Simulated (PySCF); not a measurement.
## Molecular orbitals of Ag₂

r²SCAN0 at R = 2.575 Å; basis Ag def2-TZVPP with ECP28; scalar-relativistic core potentials; PySCF 2.14. State: ¹Σg⁺ (singlet), closed shell. Only the outer orbitals are listed.

| orbital | occ. | ε (eV) | main shells (%) |
| --- | --- | --- | --- |
| σg | 2 | -5.70 | 94 s |
| σu | 0 | -2.17 | 66 s, 34 p |
| πu | 0 | -0.24 | 100 p |
| πu | 0 | -0.24 | 100 p |

Problem. Which are the highest filled and the lowest empty level, where do they sit, and how wide is the gap?

Solution. Highest filled σg at -5.70 eV (in %: 94 s); lowest empty σu at -2.17 eV (in %: 66 s, 34 p); the gap at r²SCAN0 is 3.53 eV.

The bond order (Mayer) is 1.05 and the ⟨S²⟩ is 0.000.

Closed-shell solutions of metal pairs were not tested for spin polarisation, which can lower them a little. Spin–orbit coupling is left out.
